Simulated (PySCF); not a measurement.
Positional isomers: butadiene methyl+boryl. Isolated molecules, 0 K electronic values unless said otherwise. One relaxed conformer stands for each flexible species; it need not be the lowest. Strings in code marks are SMILES.

Level of theory: CAM-B3LYP-D3(BJ)/def2-TZVP run with PySCF. All candidates: neutral, multiplicity 1. Excitations are Tamm–Dancoff values on a coarser integration grid. The basis has no diffuse functions, so Rydberg states are missing or too high.

```
Property                Value
-------------------  --------
S1 excitation (TDA)   4.78 eV
HOMO–LUMO gap         7.01 eV
HOMO                 -8.12 eV
```

Q: Identify which member has these values.
(A) `BC(=C)/C=C\C`
(B) `BC(=C)/C=C/C`
(C) `BC(=C)C(=C)C`
(D) `B/C=C\C=C/C`

A: D, `B/C=C\C=C/C`. The others give `BC(=C)/C=C\C`: 4.74 eV, 7.37 eV, -8.06 eV; `BC(=C)/C=C/C`: 4.56 eV, 7.11 eV, -7.94 eV; `BC(=C)C(=C)C`: 4.80 eV, 7.35 eV, -8.19 eV
